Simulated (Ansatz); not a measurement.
The same silylene extrusion along the group Si, Ge, Sn.

Computed with Ansatz on PBE0-D4/def2-TZVP structures; ΔE is electronic, products minus reactants. CBS: MP2 limit from def2 TZ/QZ plus the TZ coupled-cluster correction, frozen cores. This one scheme is used for every species. Elements past krypton have def2 core potentials. For Ge, Sn outer-core shells are correlated without core-valence functions, which leaves a few kJ/mol of doubt a bond. Scalar relativity is left out up to krypton. One conformer a species, not always the lowest.

**Question.** Order these by ΔE at CCSD(T)/CBS, lowest first. (An estimate is asked.)
A. `N[Si](Cl)(Cl)Cl` → Cl₂ + `N[Si]Cl`
B. `[NH2][Sn]([Cl])([Cl])[Cl]` → Cl₂ + `[NH2][Sn][Cl]`
C. `[NH2][Ge]([Cl])([Cl])[Cl]` → Cl₂ + `[NH2][Ge][Cl]`

**Answer.** B (+309.4 kJ/mol), C (+347.5 kJ/mol), A (+495.7 kJ/mol).

Largest T1 diagnostic: 0.016, for `[NH2][Sn][Cl]`.
